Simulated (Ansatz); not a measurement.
Basis-set extrapolation for C3H6BClO, SMILES `C=C(Cl)BOC` (PBE0-D4/def2-TZVP geometry, frozen core, Ansatz). Multiplicity 1, RHF reference.

```json
{"": "HF", "def2-TZVPP": "-676.264000", "def2-QZVPP": "-676.286902"}
{"": "MP2 correlation", "def2-TZVPP": "-1.013135", "def2-QZVPP": "-1.089372"}
{"": "CCSD(T) correlation", "def2-TZVPP": "-1.109775", "def2-QZVPP": "not run"}
```

Energies in hartree. Use E(X) = E(∞) + A·exp(−7.88·√X) for Hartree–Fock and E(X) = E(∞) + B·X^(−2.97) for correlation, with X = 3 and 4, and add CCSD(T) minus MP2 of the smaller set to the MP2 limit.

What is the CCSD(T) energy at the basis-set limit?

HF limit: -676.286902 + (-0.022902) × 0.13774 = -676.29006. MP2 limit: -1.089372 + (-0.076237) × 0.74074 = -1.14584. Higher-order term: -1.109775 − (-1.013135) = -0.09664. Total: -677.53254 hartree, 4.32 eV below CCSD(T)/def2-TZVPP.
